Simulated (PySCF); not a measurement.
`C=[C](C)[AlH3-]` (charge -1). Theory: PySCF 2.14.0, PBE0-D3(BJ)/def2-SVP geometry optimisation, gas phase.

```
atom  x, y, z in Å
C1    -0.7598    1.1637   -0.7772
C2    -0.2386    0.1329   -0.0913
C3    -1.1629   -0.7469    0.7070
Al4    1.7585   -0.2669   -0.0771
H5    -1.8434    1.3873   -0.7818
H6    -0.1300    1.8377   -1.3717
H7    -0.8862   -0.7346    1.7770
H8    -1.0709   -1.8026    0.3933
H9    -2.2305   -0.4570    0.6263
H10    2.5332    0.8359   -1.0204
H11    2.2936   -0.1880    1.4828
H12    1.9921   -1.7997   -0.6438
```

(1) Where is the centre of mass (commonest isotopes), and what is the radius of gyration?

(2) What is the longest distance between nuclei?

(3) Work out the bond lengths C1=C2, C1–H6, C2–Al4, Al4–H10, Al4–H11 in pm.

(4) How far apart are these pairs, which share no bond: Al4···H6, H7···H12, H8···H12, H10···H11?

(5) How far are the heavy atoms from their best plane (unweighted least squares)?

(6) Give the dihedral angles C3–C2–Al4–H12, H6–C1–C2–Al4, H5–C1–C2–C3, C1–C2–Al4–H12, H6–C1–C2–C3, Al4–C2–C3–H8.

(7) What are the angles C2–C1–H6, C3–C2–Al4, H7–C3–H9, C2–Al4–H10, C2–Al4–H12, C2–Al4–H11?

(8) Write the matrix of distances between heavy atoms (Å, lower triangle).

Answers

(1) Mass 71.044 u; centre at (0.312, -0.022, -0.050) Å; Rg = √(Σ m r²/M) = 1.628 Å. As Ia + Ib + Ic = 2 Σ m r², the three principal moments sum to 376.4 u·Å².

(2) H9···H10, 5.20 Å; the next longest distance is 4.99 Å.

(3) For C1=C2 the difference vector is (0.5212, -1.0308, 0.6859) Å, of length 1.3434 Å. C1=C2 134.3; C1–H6 109.7; C2–Al4 203.7; Al4–H10 164.5; Al4–H11 165.1 pm.

(4) Al4···H6 3.110 Å (3 bonds apart); H7···H12 3.909 Å (4 bonds apart); H8···H12 3.234 Å (4 bonds apart); H10···H11 2.715 Å (2 bonds apart).

(5) 0.002 Å rms; none is more than 0.004 Å off.

(6) C3–C2–Al4–H12 59° (synclinal); H6–C1–C2–Al4 0° (synperiplanar); H5–C1–C2–C3 0° (synperiplanar); C1–C2–Al4–H12 -122° (anticlinal); H6–C1–C2–C3 180° (antiperiplanar); Al4–C2–C3–H8 -57° (synclinal). Dihedral signs follow IUPAC: positive where, seen along the central bond, the front bond turns clockwise onto the rear one.

(7) From the scalar product of the two bond vectors; for C2–C1–H6 it is -0.7743 Å² over 1.3434 × 1.0974 Å², cos θ = -0.5252. C2–C1–H6 121.7°; C3–C2–Al4 118.9°; H7–C3–H9 108.0°; C2–Al4–H10 109.0°; C2–Al4–H12 108.6°; C2–Al4–H11 108.4°.

(8) 
```
C1    0.000
C2    1.343  0.000
C3    2.453  1.505  0.000
Al4   2.980  2.037  3.063  0.000
```

The point group is Cs within 0.08 Å; differences among equivalent distances and angles are scatter left by the optimiser. Not checked by PBE0-D3(BJ)/def2-SVP frequencies.
